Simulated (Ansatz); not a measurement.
Born–Oppenheimer molecular dynamics of a periodic cell of 17 atoms, Si16O (host Si, host structure diamond, interstitial O). It starts from a partly relaxed structure (largest force component 0.07 eV/Å).

The calculation used DFT PBE, scalar-relativistic, plane waves, PAW in Ansatz. Settings: PAW set soft_1, cutoff 420 eV, k mesh 2x2x2, fermi-dirac smearing 0.02 eV, spin collinear.

| Property | Result |
| --- | --- |
| ensemble | NVT, Nosé–Hoover chain |
| time step | 1.5 fs |
| steps asked | 130 |
| set temperature | 1200 K |
| thermostat | time constant 10 fs, chain length 1 |
| seed | 797077 |

Frames 7.5 fs apart, positions in Å, forces in eV/Å.

Velocities at 30 fs (Å/ps):

```
Si -6.85 11.06 -3.60
Si -1.19 5.24 1.55
Si -2.52 -1.00 7.41
Si 7.29 -14.03 -10.46
Si -0.21 -5.07 -12.26
Si -15.71 -18.34 -3.81
Si -8.72 -13.74 -0.42
Si -15.45 -1.79 -6.57
Si 3.33 11.25 9.01
Si 0.33 2.58 -2.95
Si 5.47 11.12 5.09
Si -3.64 -4.06 5.44
Si 9.41 16.75 0.24
Si 8.64 -1.58 4.14
Si 14.70 0.49 -2.54
Si 6.12 1.45 9.52
O -1.77 -0.63 0.37
```

```xyz
17
Lattice="0.0000 5.4300 5.4300 5.4300 0.0000 5.4300 5.4300 5.4300 0.0000" Properties=species:S:1:pos:R:3:forces:R:3 time_fs=30 energy_less_start_eV=2.004 T=2288
Si 0.076 0.088 0.076 0.19 -0.54 -0.10
Si 1.231 1.561 1.557 0.07 0.68 -0.87
Si 2.538 2.765 -0.135 0.59 0.25 2.09
Si 4.169 4.088 1.324 -0.56 -1.48 -0.09
Si 2.504 -0.252 2.403 -0.02 -0.02 -0.68
Si 3.703 0.927 4.037 0.71 0.71 0.68
Si 5.300 2.253 2.948 -1.14 1.20 -1.16
Si 6.618 3.902 3.812 -0.06 0.91 1.39
Si -0.170 2.571 3.050 0.54 1.01 -0.27
Si 1.444 4.153 3.910 -1.32 -0.72 -0.67
Si 2.827 5.509 2.601 0.43 -1.09 0.62
Si 3.906 6.568 4.381 0.41 0.67 -0.47
Si 2.608 3.116 5.671 0.61 -0.57 -0.56
Si 4.447 4.041 6.852 -0.01 -0.19 0.33
Si 5.714 5.569 5.490 -0.58 -1.69 -0.61
Si 6.910 6.933 6.909 -0.18 0.19 -0.38
O 7.225 10.013 6.145 0.34 0.66 0.76
17
Lattice="0.0000 5.4300 5.4300 5.4300 0.0000 5.4300 5.4300 5.4300 0.0000" Properties=species:S:1:pos:R:3:forces:R:3 time_fs=37.5 energy_less_start_eV=2.579 T=1912
Si 0.025 0.168 0.047 0.14 -0.91 -0.12
Si 1.221 1.607 1.562 -0.26 0.40 -0.36
Si 2.522 2.761 -0.062 0.21 0.47 0.67
Si 4.218 3.970 1.245 -1.02 -0.13 0.69
Si 2.500 -0.293 2.304 -0.75 -0.23 0.13
Si 3.589 0.793 4.014 0.99 1.08 0.67
Si 5.223 2.158 2.935 -0.80 1.23 -0.85
Si 6.502 3.896 3.775 0.94 0.46 1.31
Si -0.140 2.664 3.118 0.02 -0.27 -0.17
Si 1.436 4.168 3.881 -0.51 -0.01 -0.29
Si 2.875 5.580 2.644 0.74 -2.51 -0.21
Si 3.884 6.545 4.420 1.24 1.18 0.16
Si 2.685 3.235 5.668 0.01 -1.86 -0.53
Si 4.514 4.029 6.885 0.17 0.47 -0.28
Si 5.821 5.558 5.465 -1.12 -1.22 -0.26
Si 6.956 6.948 6.976 -0.23 0.86 -1.25
O 7.216 10.022 6.161 0.23 1.01 0.70
17
Lattice="0.0000 5.4300 5.4300 5.4300 0.0000 5.4300 5.4300 5.4300 0.0000" Properties=species:S:1:pos:R:3:forces:R:3 time_fs=45 energy_less_start_eV=3.321 T=722
Si -0.013 0.216 0.021 0.05 -1.20 -0.07
Si 1.209 1.651 1.560 -0.61 0.03 0.15
Si 2.514 2.764 0.008 0.01 0.45 -0.42
Si 4.241 3.873 1.192 -0.71 0.72 1.06
Si 2.485 -0.328 2.228 -0.71 0.17 1.59
Si 3.514 0.703 4.006 1.02 1.18 0.54
Si 5.148 2.102 2.910 -0.32 1.29 -0.70
Si 6.423 3.898 3.766 1.36 -0.01 0.90
Si -0.116 2.734 3.169 -0.58 -1.33 -0.24
Si 1.421 4.180 3.854 0.41 0.75 0.21
Si 2.925 5.596 2.675 0.41 -2.64 -0.75
Si 3.887 6.546 4.454 1.53 1.33 0.47
Si 2.747 3.302 5.657 -0.62 -1.98 -0.60
Si 4.571 4.027 6.907 0.10 0.80 -0.59
Si 5.888 5.529 5.441 -1.29 -0.58 0.23
Si 6.989 6.974 7.010 -0.24 0.71 -1.41
O 7.216 10.056 6.191 0.19 0.33 -0.37
17
Lattice="0.0000 5.4300 5.4300 5.4300 0.0000 5.4300 5.4300 5.4300 0.0000" Properties=species:S:1:pos:R:3:forces:R:3 time_fs=52.5 energy_less_start_eV=3.627 T=407
Si -0.042 0.232 0.001 0.10 -1.31 0.06
Si 1.189 1.684 1.561 -0.84 -0.31 0.38
Si 2.507 2.775 0.054 -0.15 0.33 -1.04
Si 4.247 3.811 1.171 -0.33 1.21 1.23
Si 2.462 -0.352 2.198 -0.28 0.56 2.78
Si 3.474 0.656 4.010 0.93 1.22 0.36
Si 5.086 2.082 2.879 0.17 1.30 -0.63
Si 6.387 3.900 3.775 1.41 -0.44 0.49
Si -0.108 2.765 3.203 -0.80 -1.59 -0.34
Si 1.417 4.202 3.837 0.73 0.98 0.51
Si 2.970 5.564 2.686 0.11 -1.88 -0.86
Si 3.915 6.569 4.487 1.26 1.07 0.18
Si 2.783 3.318 5.638 -0.93 -1.62 -0.47
Si 4.615 4.039 6.914 -0.18 0.72 -0.62
Si 5.917 5.497 5.428 -1.19 0.03 0.64
Si 7.010 7.005 7.011 -0.10 0.14 -1.11
O 7.221 10.091 6.201 0.11 -0.40 -1.56
17
Lattice="0.0000 5.4300 5.4300 5.4300 0.0000 5.4300 5.4300 5.4300 0.0000" Properties=species:S:1:pos:R:3:forces:R:3 time_fs=60 energy_less_start_eV=3.399 T=741
Si -0.069 0.222 -0.018 0.23 -1.28 0.28
Si 1.152 1.712 1.569 -0.79 -0.68 0.28
Si 2.498 2.793 0.080 -0.34 0.17 -1.29
Si 4.245 3.773 1.174 -0.10 1.46 1.20
Si 2.431 -0.366 2.221 -0.55 0.41 1.80
Si 3.453 0.632 4.021 0.93 1.32 0.28
Si 5.025 2.089 2.834 0.62 1.21 -0.53
Si 6.378 3.892 3.794 1.31 -0.82 0.19
Si -0.115 2.765 3.232 -0.41 -0.99 -0.45
Si 1.427 4.244 3.829 0.23 0.53 0.53
Si 3.018 5.493 2.679 -0.01 -0.58 -0.67
Si 3.969 6.614 4.525 0.59 0.51 -0.35
Si 2.801 3.302 5.610 -0.79 -1.12 -0.12
Si 4.656 4.065 6.909 -0.67 0.26 -0.35
Si 5.922 5.465 5.426 -0.91 0.62 0.84
Si 7.029 7.040 6.990 0.05 -0.62 -0.68
O 7.233 10.115 6.161 0.61 -0.39 -0.95
17
Lattice="0.0000 5.4300 5.4300 5.4300 0.0000 5.4300 5.4300 5.4300 0.0000" Properties=species:S:1:pos:R:3:forces:R:3 time_fs=67.5 energy_less_start_eV=3.274 T=1725
Si -0.100 0.178 -0.038 0.53 -0.99 0.54
Si 1.083 1.734 1.587 -0.38 -1.11 -0.27
Si 2.477 2.821 0.087 -0.32 -0.27 -0.99
Si 4.240 3.754 1.206 -0.20 1.65 0.53
Si 2.377 -0.376 2.295 -0.78 0.26 -0.41
Si 3.446 0.631 4.043 0.90 1.56 0.12
Si 4.956 2.125 2.760 1.26 0.62 0.04
Si 6.397 3.863 3.825 0.77 -1.00 -0.02
Si -0.134 2.743 3.260 0.50 0.38 -0.71
Si 1.445 4.314 3.832 -0.74 -0.24 0.49
Si 3.086 5.380 2.655 -0.10 0.99 -0.25
Si 4.057 6.689 4.569 -0.60 -0.35 -0.70
Si 2.809 3.253 5.567 -0.31 -0.45 0.23
Si 4.697 4.107 6.894 -1.41 -0.64 0.32
Si 5.908 5.436 5.444 -0.19 1.21 0.62
Si 7.057 7.073 6.945 -0.07 -1.42 -0.17
O 7.273 10.132 6.067 1.13 -0.19 0.63
17
Lattice="0.0000 5.4300 5.4300 5.4300 0.0000 5.4300 5.4300 5.4300 0.0000" Properties=species:S:1:pos:R:3:forces:R:3 time_fs=75 energy_less_start_eV=4.224 T=1932
Si -0.132 0.097 -0.054 0.79 -0.29 0.73
Si 0.980 1.741 1.605 0.34 -1.53 -1.15
Si 2.442 2.853 0.076 0.13 -0.91 -0.07
Si 4.229 3.763 1.258 -0.37 1.53 -1.38
Si 2.287 -0.381 2.388 -0.16 0.78 -1.63
Si 3.455 0.663 4.075 0.63 1.68 -0.34
Si 4.890 2.187 2.662 2.10 -0.84 1.30
Si 6.439 3.802 3.868 -0.38 -0.80 -0.18
Si -0.150 2.720 3.284 1.37 1.93 -1.12
Si 1.454 4.405 3.845 -1.20 -0.72 0.46
Si 3.174 5.248 2.617 -0.78 2.66 0.73
Si 4.165 6.783 4.614 -1.91 -1.23 -0.36
Si 2.812 3.176 5.513 0.30 0.26 0.32
Si 4.723 4.151 6.880 -2.10 -1.68 1.13
Si 5.885 5.421 5.480 0.79 1.55 -0.11
Si 7.093 7.089 6.880 -0.44 -1.90 0.40
O 7.369 10.146 5.960 0.90 -0.46 1.28
17
Lattice="0.0000 5.4300 5.4300 5.4300 0.0000 5.4300 5.4300 5.4300 0.0000" Properties=species:S:1:pos:R:3:forces:R:3 time_fs=82.5 energy_less_start_eV=5.355 T=1047
Si -0.150 0.010 -0.057 0.71 0.63 0.55
Si 0.884 1.720 1.602 0.96 -1.92 -1.67
Si 2.409 2.869 0.063 0.75 -1.41 0.88
Si 4.212 3.799 1.286 -0.12 0.50 -3.17
Si 2.194 -0.373 2.454 0.61 1.41 -1.71
Si 3.476 0.726 4.101 0.30 1.59 -0.78
Si 4.861 2.234 2.587 2.50 -2.00 2.20
Si 6.474 3.726 3.907 -1.37 -0.32 -0.63
Si -0.141 2.731 3.287 1.52 2.50 -1.10
Si 1.444 4.483 3.867 -0.80 -0.80 0.34
Si 3.246 5.165 2.593 -1.94 4.19 2.25
Si 4.238 6.855 4.654 -2.36 -1.61 0.06
Si 2.820 3.103 5.465 0.68 0.62 0.28
Si 4.711 4.165 6.886 -2.26 -1.82 1.27
Si 5.875 5.433 5.514 1.00 1.16 -0.57
Si 7.120 7.070 6.822 -0.61 -1.86 0.84
O 7.492 10.145 5.891 0.43 -0.86 0.95
17
Lattice="0.0000 5.4300 5.4300 5.4300 0.0000 5.4300 5.4300 5.4300 0.0000" Properties=species:S:1:pos:R:3:forces:R:3 time_fs=90 energy_less_start_eV=5.014 T=1034
Si -0.153 -0.054 -0.051 0.33 1.58 0.12
Si 0.816 1.666 1.570 1.16 -1.77 -1.46
Si 2.394 2.858 0.068 0.97 -1.69 1.26
Si 4.194 3.839 1.256 -0.20 -0.72 -2.53
Si 2.123 -0.341 2.481 0.94 1.34 -1.26
Si 3.500 0.810 4.110 0.15 1.21 -0.94
Si 4.881 2.241 2.559 2.32 -1.64 1.81
Si 6.481 3.655 3.929 -1.59 0.40 -1.04
Si -0.107 2.784 3.271 1.17 1.66 -0.46
Si 1.420 4.537 3.892 -0.04 -0.87 0.17
Si 3.276 5.166 2.612 -2.15 4.35 2.64
Si 4.261 6.890 4.688 -1.99 -1.23 -0.41
Si 2.839 3.050 5.428 0.71 0.57 0.46
Si 4.660 4.146 6.913 -1.76 -1.05 0.51
Si 5.884 5.464 5.535 0.38 0.04 -0.49
Si 7.134 7.021 6.786 -0.37 -1.33 1.12
O 7.615 10.118 5.860 -0.03 -0.85 0.48
17
Lattice="0.0000 5.4300 5.4300 5.4300 0.0000 5.4300 5.4300 5.4300 0.0000" Properties=species:S:1:pos:R:3:forces:R:3 time_fs=97.5 energy_less_start_eV=3.860 T=1497
Si -0.150 -0.085 -0.042 -0.18 2.29 -0.42
Si 0.773 1.583 1.512 1.07 -0.86 -0.65
Si 2.397 2.816 0.094 0.51 -1.60 0.79
Si 4.172 3.865 1.182 -0.78 -1.08 0.10
Si 2.073 -0.285 2.484 1.08 0.65 -0.48
Si 3.526 0.912 4.101 0.14 0.61 -0.91
Si 4.943 2.218 2.565 1.78 -0.54 0.70
Si 6.459 3.594 3.932 -0.94 1.10 -0.85
Si -0.052 2.865 3.247 0.63 -0.07 0.26
Si 1.397 4.572 3.920 0.73 -0.77 0.11
Si 3.266 5.248 2.678 -1.26 3.03 1.35
Si 4.245 6.901 4.712 -1.22 -0.69 -1.24
Si 2.871 3.010 5.403 0.55 0.13 0.87
Si 4.578 4.107 6.948 -1.10 -0.10 -0.57
Si 5.899 5.494 5.546 -0.62 -1.21 -0.43
Si 7.141 6.949 6.773 0.17 -0.50 1.31
O 7.731 10.065 5.848 -0.56 -0.39 0.06
17
Lattice="0.0000 5.4300 5.4300 5.4300 0.0000 5.4300 5.4300 5.4300 0.0000" Properties=species:S:1:pos:R:3:forces:R:3 time_fs=105 energy_less_start_eV=3.276 T=1352
Si -0.150 -0.074 -0.042 -0.80 2.09 -0.82
Si 0.752 1.492 1.448 0.96 0.44 0.37
Si 2.408 2.748 0.133 -0.44 -1.13 -0.10
Si 4.138 3.870 1.116 -0.73 -0.76 2.14
Si 2.047 -0.223 2.477 1.29 -0.25 0.33
Si 3.552 1.018 4.076 0.05 0.03 -0.89
Si 5.033 2.186 2.584 1.00 0.21 -0.40
Si 6.422 3.558 3.919 0.18 1.62 -0.17
Si 0.010 2.938 3.229 0.00 -1.59 0.42
Si 1.389 4.591 3.947 1.31 -0.37 0.26
Si 3.233 5.378 2.763 -0.44 1.55 0.00
Si 4.209 6.897 4.712 -0.24 -0.48 -1.71
Si 2.910 2.975 5.394 0.33 -0.45 1.19
Si 4.483 4.070 6.971 -0.55 0.53 -1.07
Si 5.901 5.500 5.547 -1.45 -1.87 -0.53
Si 7.151 6.873 6.785 0.57 0.24 1.33
O 7.819 10.004 5.838 -1.04 0.19 -0.36
17
Lattice="0.0000 5.4300 5.4300 5.4300 0.0000 5.4300 5.4300 5.4300 0.0000" Properties=species:S:1:pos:R:3:forces:R:3 time_fs=112.5 energy_less_start_eV=3.006 T=999
Si -0.165 -0.029 -0.055 -1.46 1.03 -1.03
Si 0.753 1.424 1.402 0.92 1.48 1.19
Si 2.410 2.672 0.163 -0.94 -0.55 -0.65
Si 4.099 3.861 1.096 -0.16 -0.13 2.59
Si 2.047 -0.175 2.478 1.47 -0.84 0.90
Si 3.574 1.106 4.039 -0.04 -0.28 -0.95
Si 5.124 2.163 2.594 0.31 0.47 -1.07
Si 6.395 3.557 3.906 0.95 1.94 0.55
Si 0.061 2.972 3.220 -0.54 -2.06 0.05
Si 1.404 4.601 3.975 1.35 -0.03 0.58
Si 3.198 5.512 2.834 0.05 0.34 -0.68
Si 4.175 6.886 4.684 0.49 -0.34 -1.58
Si 2.948 2.938 5.408 0.10 -0.81 1.37
Si 4.394 4.047 6.972 0.06 0.70 -0.72
Si 5.879 5.474 5.539 -1.60 -1.81 -0.43
Si 7.167 6.814 6.816 0.31 0.53 0.79
O 7.862 9.958 5.818 -1.28 0.36 -0.91
```

Of the whole run (195 fs, mean temperature of the second half 1222 K): The conserved energy stayed within 0.78 meV per atom of its start (net change 0.28 meV per atom), so the integration is sound. A run of 0.2 ps of so small a system gives no equilibrium averages. Limits of this set-up: coarse k mesh, a small cell, in which the defect meets its images.

Run time: 13 min on 1 thread of Arm Neoverse V2, on a shared host, peak memory 0.62 GiB.
